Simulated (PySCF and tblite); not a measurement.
Values are calculated unless marked as measured or tabulated.
C₇H₁₁N, numbered as in [C-:1]#[N+:2][CH:3]1[CH2:4][CH2:5][CH2:6][CH2:7][CH2:8]1.

Free energies: PBE0-D3(BJ)/pcSseg-1 (IEF-PCM, chloroform) on GFN2-xTB structures plus GFN2-xTB thermal terms, symmetry and mirror images included. Conformers within 3 kcal/mol (GFN2-xTB free energy) were kept, 10 at most. Programs: PySCF with density fitting and tblite.

The 6-ring runs over atoms 3–4–5–6–7–8.

| conformer | shape | symmetry | dipole D |
| --- | --- | --- | --- |
| 1 | 6-ring chair (all substituents equatorial) | Cs | 4.97 |
| 2 | 6-ring chair (N2 axial) | Cs | 4.58 |

Which of these conformers is the most populated at 298.15 K, and with what share?

Conformer 2, about 56 %. The lead over the next is within the error of the method.

Give the DFT energies and free energies relative to the lowest, and all weights.


```json
{"conformer": "1", "shape": "6-ring chair (all substituents equatorial)", "E(DFT) kcal/mol": "0.24", "G(298.15 K) kcal/mol": "0.14", "weight %": "44.3"}
{"conformer": "2", "shape": "6-ring chair (N2 axial)", "E(DFT) kcal/mol": "0.00", "G(298.15 K) kcal/mol": "0.00", "weight %": "55.7"}
```

How does its share change from 150 K to 400 K?

From 65 % to 53 %; the mixing entropy goes from 1.29 to 1.37 cal/(mol K).
